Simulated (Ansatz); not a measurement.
`[SiH3]OBCl` + Cl• → `[SiH3]O[B]Cl`• + HCl at 298.15 K and 1 bar (hydrogen abstraction from a B–H bond).

Isolated molecules relaxed with PBE0-D4/def2-TZVP in Ansatz; ΔE leaves out vibrations. CCSD(T)/CBS is the MP2 limit (def2-TZVPP, def2-QZVPP) plus CCSD(T) − MP2 in def2-TZVPP, frozen cores. This one scheme is used for every species, atoms too. Open shells (•) are unrestricted, without spin–orbit coupling. Spin–orbit coupling would lower the free atoms: a little for Cl. Each species was taken in one conformer, which may not be the lowest.

```json
{"species": "`[SiH3]OBCl`", "CCSD(T)/CBS energy (Eh)": "-851.35221", "H − E (kJ/mol)": "134.0", "S (J/(mol·K))": "324.4"}
{"species": "Cl•", "CCSD(T)/CBS energy (Eh)": "-459.70966", "H − E (kJ/mol)": "6.2", "S (J/(mol·K))": "168.3"}
{"species": "`[SiH3]O[B]Cl`•", "CCSD(T)/CBS energy (Eh)": "-850.67510", "H − E (kJ/mol)": "106.2", "S (J/(mol·K))": "335.9"}
{"species": "HCl", "CCSD(T)/CBS energy (Eh)": "-460.38127", "H − E (kJ/mol)": "26.6", "S (J/(mol·K))": "186.8"}
```

H − E and S are ideal-gas, rigid-rotor, harmonic terms from PBE0-D4/def2-TZVP, for one conformer and one mirror image of each species, with the whole ground term of open shells counted as degenerate. 1 Eh = 2625.50 kJ/mol, R = 8.31446 J/(mol·K).

Problem. By hand: ΔE, ΔH, ΔS and ΔG.

Solution. ΔE = (-850.67510) + (-460.38127) − (-851.35221) − (-459.70966) = 0.00550 Eh = 14.4 kJ/mol. Δ(H − E) = 106.2 + 26.6 − 134.0 − 6.2 = -7.4, so ΔH = 7.0 kJ/mol. ΔS = 335.9 + 186.8 − 324.4 − 168.3 = 30.0 J/(mol·K). ΔG = 7.0 − 298.15 × (30.0)/1000 = -1.9 kJ/mol.

Problem. By hand: the equilibrium constant, and the temperature at which ΔG would vanish if ΔH and ΔS stayed fixed.

Solution. log₁₀ K = −ΔG/(RT ln 10) = 0.3. ΔG = 0 at ΔH/ΔS = 233 K, though so small a ΔH makes that figure unsure.

TΔS isn't small against ΔH here. The sign of ΔG lies within the doubt. A doubt of 5 kJ/mol in ΔE shifts log₁₀ K by 0.9 here. Other conformers and mirror images would add mixing entropy, several J/(mol·K) or more a flexible species. These are equilibria of isolated gas molecules and say nothing of rates. Largest T1 diagnostic: 0.015 (customary marks: 0.02 for closed shells, 0.045 for open ones).
